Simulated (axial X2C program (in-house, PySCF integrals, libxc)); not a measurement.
What spin–orbit coupling does to IF

Calculated with an in-house relativistic program for diatomic molecules. Spin-free means the one-electron spin-free X2C Hamiltonian; two-component (2c) means X2C with spin–orbit coupling and atomic mean-field two-electron Coulomb and Gaunt terms, so the difference of the two also holds small scalar two-electron terms. Basis: I dyall-v3z [11s12p8d1f], F dyall-v3z [6s5p2d1f] (cores contracted in-house); Gaussian nuclei, density fitting, unrestricted open shells. Masses: I 126.904 u, F 18.998 u.

Spin-free state: M_S = 0, Λ = 0 (closed shell); fragments I + F.

```json
{"level": "PBE0", "Re (Å)": "1.916", "ωe (cm⁻¹)": "636.1", "De (eV)": "2.827", "μ (D)": "-1.94"}
{"level": "HF", "Re (Å)": "1.880", "ωe (cm⁻¹)": "697.9", "De (eV)": "0.757", "μ (D)": "-2.17"}
{"level": "MP2", "Re (Å)": "1.924", "ωe (cm⁻¹)": "628.4", "De (eV)": "2.997", "μ (D)": "n/a"}
{"level": "TPSS", "Re (Å)": "1.941", "ωe (cm⁻¹)": "601.6", "De (eV)": "3.133", "μ (D)": "-1.86"}
{"level": "B97-3", "Re (Å)": "1.923", "ωe (cm⁻¹)": "626.7", "De (eV)": "2.810", "μ (D)": "-2.02"}
```

Correlated methods: 14 electrons correlated (number of frozen shells: I 4 s, 3 p, 2 d; F 1 s), 152 virtual spin orbitals or spinors in MP2.

Dipoles are positive if F is the positive end.

Two-component determinant lowest at the distance of the search:

Ω = 0 (closed shell); fragments I + F.

```tsv
level	Re (Å)	ωe (cm⁻¹)	De (eV)	μ (D)
PBE0	1.926	617.2	2.638	-2.05
HF	1.888	682.3	0.507	-2.28
MP2	1.932	613.1	2.779	n/a
TPSS	1.951	583.5	2.982	-1.96
B97-3	1.933	607.8	2.608	-2.13
```

From the two tables, how do the constants change at the MP2 level (2c against spin-free)?

At the MP2 level Re increases by 0.008 Å and ωe decreases by 15.3 cm⁻¹; De changes by -0.218 eV.

The state is a single determinant with fixed occupations, the lowest that a limited PBE0 search found. Closed shells are restricted here (equal orbitals for both partners); the stretched side of such a curve lies too high. Dissociation energies refer to the lowest single-determinant-based atoms at the same level and basis. In 2c an atomic determinant is not the ground J level, so De misses part of the atomic spin–orbit lowering. This holds for PBE0, TPSS, B97-3. Without a current term, density functionals place determinants with orbital angular momentum somewhat too high.
